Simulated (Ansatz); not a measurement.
Two isomers of CH5ClO2Si2: A = `O=C[SiH](Cl)O[SiH3]`, B = `O=C([SiH3])[SiH](O)Cl`.

Isolated molecules relaxed with PBE0-D4/def2-TZVP in Ansatz; ΔE leaves out vibrations. CBS: MP2 limit from def2 TZ/QZ plus the TZ coupled-cluster correction, frozen cores. Functionals use def2-TZVPP. One conformer a species, not always the lowest.

(1) Which isomer does CCSD(T)/CBS put lower? Give the gap. (An estimate is asked.)

(2) Give E(B) − E(A) in kcal/mol with CCSD(T)/def2-SVP, PBE-D4, BLYP-D4, B2PLYP, CCSD/def2-TZVPP, LDA (SPW92), PBE0-D4. (An estimate is asked.)

(3) Does the order hold for the free energy at 298.15 K (harmonic terms from PBE0-D4)? (Estimate.)

Largest T1 diagnostic: 0.014.

## Answers

(1) Computed: A, by 28.6 kcal/mol.

(2) Ansatz gave: CCSD(T)/def2-SVP 27.8, PBE-D4 23.0, BLYP-D4 26.1, B2PLYP 29.0, CCSD/def2-TZVPP 30.0, LDA (SPW92) 22.5, PBE0-D4 25.8. None reverses the order clearly.

(3) Ansatz gave: Yes: G(B) − G(A) = +27.6 kcal/mol, for one conformer each. Modes under 60 cm⁻¹, often nearly free rotors, make the harmonic entropy too high.

From r2SCAN to r2SCAN0 (25 % exact exchange), in def2-TZVPP and without D4, E(B) − E(A) moves by +1.5 kcal/mol. In def2-TZVPP, CCSD(T) changes the Hartree–Fock value by −6.3 kcal/mol (the triples alone add −1.2 kcal/mol) and MP2 by −5.4 kcal/mol.
